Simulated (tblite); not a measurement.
C₄H₈N₂O₂SSi.
Geometry (GFN2-xTB, Å), atoms numbered from 1 in this order:
```
atom  x, y, z in Å
C1     2.3922   -0.1940    0.5407
S2     1.0909   -1.0240   -0.4091
O3     0.3462   -1.8685    0.5142
O4     1.6894   -1.6626   -1.5417
C5    -0.0434    0.2225   -0.8566
C6    -0.1358    1.1988   -1.8130
N7    -1.2703    1.9083   -1.6041
C8    -1.8352    1.3684   -0.5548
N9    -1.1342    0.3352   -0.0437
Si10  -1.5175   -0.7408    1.3226
H11    1.9186    0.3713    1.3333
H12    3.0445   -0.9558    0.9502
H13    2.9391    0.4523   -0.1340
H14    0.5291    1.4181   -2.6232
H15   -2.7584    1.7031   -0.1293
H16   -2.6926    0.0265    1.7954
H17   -2.0401   -2.0129    0.8636
H18   -0.5312   -0.5398    2.3778
```

Level: GFN2-xTB in tblite, geometry and Hessian alike; calculated harmonic values, unscaled, isolated species. This tight-binding method is rough: wavenumbers can miss measured ones by several per cent, in bad cases by 10 to 20. Modes of hydrogen on silicon can be 10 to 20 % off. One conformer, not necessarily the lowest.

Harmonic wavenumbers (cm⁻¹): 48.4, 94.7, 117.5, 131.3, 138.6, 223.7, 262.4, 287.7, 330.5, 371.1, 379.1, 437.7, 475.7, 543.0, 581.0, 594.6, 622.5, 646.4, 708.9, 747.0, 814.0, 835.7, 845.5, 860.2, 881.4, 920.8, 937.7, 1028.4, 1078.3, 1089.7, 1138.2, 1235.0, 1272.5, 1281.0, 1320.0, 1368.0, 1419.3, 1427.8, 1443.5, 1509.1, 2136.5, 2302.7, 2386.9, 3060.0, 3076.0, 3082.6, 3182.9, 3189.5.

A = 1485, B = 1008, C = 706.4 MHz; mass 176.008 u (most abundant isotopes); point group C1, symmetry number 1.

Problem. Zero-point energy?

Solution. Half the sum of the wavenumbers: 26432 cm⁻¹ = 316.20 kJ/mol.

Problem. What is S at 273.15 K and 1 bar for an ideal gas of classical rigid rotors and harmonic oscillators?

Solution. Translation 171.52, rotation 124.84, vibration 120.48: S = 416.8 J/(mol K).

Problem. And Cp and H(273.15 K) − H(0)?

Solution. Cp = 168.65 J/(mol K), of which vibrations give 135.40 (their classical limit is 48 R = 399.1); H(273.15 K) − H(0) = 27.23 kJ/mol without the zero-point energy, 18.15 from vibrations.

Problem. What must be added to the electronic energy to get the Gibbs energy at 273.15 K and 1 bar?

Solution. ZPE + [H(273.15 K) − H(0)] − T·S = 316.20 + 27.23 − 113.86 = 229.57 kJ/mol.

Problem. How do the functions run with temperature in this model?

Solution. 
```tsv
T (K)	S (J/(mol K))	Cp (J/(mol K))	H − H(0) (kJ/mol)	G − H(0) (kJ/mol)	ln q(vib)
100	297.9	81.7	5.49	-24.30	1.60
200	370.1	132.5	16.20	-57.83	4.38
300	433.2	181.2	31.93	-98.04	7.29
500	544.9	256.8	76.28	-196.15	13.12
800	681.3	321.8	164.11	-380.91	21.32
1000	756.1	347.9	231.23	-524.83	26.29
```

q(vib) and H(0) count from the zero-point level.

Problem. Which modes carry the vibrational entropy at 273.15 K?

Solution. 48.4 cm⁻¹: 19.70; 94.7 cm⁻¹: 14.18; 117.5 cm⁻¹: 12.44; 131.3 cm⁻¹: 11.54; 138.6 cm⁻¹: 11.11; 223.7 cm⁻¹: 7.42 J/(mol K); the other 42 give 44.09 together.

Hindered rotation and anharmonicity are outside this model. Other conformers, if any are populated, would add a mixing term that is left out. The structure is chiral; the term R ln 2 for an equal mix with its mirror image is left out.
